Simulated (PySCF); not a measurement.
Several orderings of computed values.

All species are isolated and taken at one optimised geometry, non-relativistic unless stated. Electronic properties by PySCF.

Dipoles, sizes and rotational constants follow the conformer. The torsions of the flexible species, by atom-mapped SMILES:
- `[CH:1]#[C:2][P:3]([CH:4]([CH3:5])[CH3:6])[CH:7]([CH3:8])[CH3:9]`: C2–P3–C4–C5 -52°, C2–P3–C7–C8 -72°
- `[CH2:1]=[CH:2][P@:3]([CH3:4])(=[O:5])[c:6]1[cH:7][cH:8][cH:9][cH:10][cH:11]1`: C1–C2–P3–C4 125°, C2–P3–C6–C7 123°
- `[CH3:1][P:2]([CH:3]1[CH2:4][CH2:5][CH2:6]1)[CH:7]1[CH2:8][CH2:9]1`: C1–P2–C3–C4 79°, C1–P2–C7–C8 -94°
- `[CH3:1][CH:2]([CH3:3])[C:4]1=[CH:5][CH2:6][CH:7]=[CH:8][CH2:9]1`: C1–C2–C4–C5 -127°
- `[O:1]=[C:2]([Cl:3])[c:4]1[cH:5][cH:6][c:7]([C:8](=[O:9])[Cl:10])[o:11]1`: O1–C2–C4–C5 0°, C6–C7–C8–O9 0°
- `[CH3:1][O:2]/[CH:3]=[P:4]/[c:5]1[cH:6][cH:7][cH:8][c:9]([CH3:10])[cH:11]1`: C1–O2–C3–P4 -173°, C3–P4–C5–C6 46°
- `[CH2:1]1[CH2:2][CH:3]([C@:4]23[CH2:5][C@H:6]([CH2:7]2)[CH2:8]3)[CH2:9]1`: C2–C3–C4–C5 -69°
- `[CH3:1][O:2][CH2:3][CH:4]1[c:5]2[cH:6][cH:7][cH:8][cH:9][c:10]21`: C1–O2–C3–C4 69°, O2–C3–C4–C5 -162°

Question: Rank by dipole moment, highest first (PBE0/pcSseg-1 at GFN2-xTB geometries).
A. `CO/C=P/C1=CC=CC(C)=C1`
B. `C=C[P@](C)(=O)c1ccccc1`
C. `C(P(C(C)C)C(C)C)#C`
D. `c1(ccc(C(Cl)=O)o1)C(=O)Cl`
E. `CC(C)C1=CCC=CC1`
F. `CP(C1CCC1)C1CC1`
G. `n1cn(C)nc1`

Answer: B (3.73 D), G (3.42 D), A (2.86 D), D (2.33 D), C (1.41 D), F (1.24 D), E (0.25 D).

Q: Give the two extremes of that set in atomic units.

A: `CC(C)C1=CCC=CC1`: 0.10 au; `C=C[P@](C)(=O)c1ccccc1`: 1.47 au.

Question: Rank by smallest rotational constant, highest first (GFN2-xTB).
A. `C(=C)[P@@](c1ccccc1)(=O)C`
B. `C#CP(C(C)C)C(C)C`
C. `CC(C)C1=CCC=CC1`
D. `CP(C1CCC1)C1CC1`
E. `CO/C=P/c1cccc(C)c1`
F. `C1C2CC1(C1CCC1)C2`

Answer: F (1.069 GHz), C (0.964 GHz), B (0.841 GHz), D (0.715 GHz), A (0.610 GHz), E (0.396 GHz).

Q: Give the two extremes of that set in cm⁻¹.

A: `CO/C=P/c1cccc(C)c1`: 0.0132 cm⁻¹; `C1CC(C23CC(C2)C3)C1`: 0.0357 cm⁻¹.

Question: Rank by HOMO–LUMO gap, highest first (PBE0/pcSseg-1 at GFN2-xTB geometries).
A. `CC(C)C1=CCC=CC1`
B. `C(C1c2ccccc21)OC`
C. `C=C[P@](C)(=O)C1=CC=CC=C1`
D. `CN1C=NC=N1`

Answer: D (7.83 eV), A (7.15 eV), C (6.63 eV), B (6.36 eV).

Question: Rank by HOMO energy, lowest first (PBE0/pcSseg-1 at GFN2-xTB geometries).
A. `Cn1cncn1`
B. `CP(C1CCC1)C1CC1`
C. `COCC1c2ccccc21`
D. `C1C2(CC1C2)C1CCC1`
E. `O=C(Cl)c1ccc(C(=O)Cl)o1`
F. `c1cc(cc(C)c1)/P=C/OC`

Answer: E (-8.38 eV), D (-7.85 eV), A (-7.68 eV), C (-6.81 eV), B (-6.58 eV), F (-6.08 eV).
